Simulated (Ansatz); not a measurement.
The cluster Sr₆Te₆, relaxed as a singlet with RKS PBE0-D4/def2-SVP in Ansatz, starting from the GFN2-xTB geometry. Force threshold 0.03 eV/Å.

In the def2 sets Sr, Te take a core potential; there is no spin–orbit coupling. The structure comes from a short search, and lower isomers may exist.

Start:

```xyz
12

Sr   -2.578    3.148    2.350
Sr    2.173   -3.599    2.413
Sr    0.401    0.402   -4.789
Sr    2.690   -3.024   -2.438
Sr   -0.291   -0.477    4.757
Sr   -2.459    3.517   -2.331
Te    2.333   -1.833   -5.138
Te    1.197   -3.020    5.166
Te    3.439   -4.638   -0.062
Te   -1.483    2.688   -5.010
Te   -1.723    2.111    4.994
Te   -3.699    4.724    0.089
```

(1) Estimate the energy that the relaxation releases and the steps that it takes.

(2) Does the start keep its bonding and symmetry?

(3) Predict the relaxed structure.

Answers

(1) 79.5 kJ/mol, in 5 steps; 2.2 min on 6 threads of Intel Xeon on a shared host. No frequencies were taken in this run, so the end may be a saddle point.

(2) By distances, no bond broke or formed. The bond that changes most is Sr1–Te11, from 2.97 to 3.03 Å (atoms count from 1).

(3) 
```csv
atom,x (Å),y (Å),z (Å)
Sr1,-2.913,3.636,2.753
Sr2,2.496,-4.190,2.720
Sr3,0.456,0.495,-5.484
Sr4,3.125,-3.466,-2.764
Sr5,-0.351,-0.472,5.498
Sr6,-2.838,3.998,-2.709
Te7,2.387,-1.819,-5.195
Te8,1.111,-3.105,5.184
Te9,3.539,-4.763,-0.062
Te10,-1.543,2.740,-5.137
Te11,-1.670,2.226,5.125
Te12,-3.800,4.721,0.069
```
Bond lengths (bridged metal pairs left out): 12 × Sr–Te 3.03 Å.
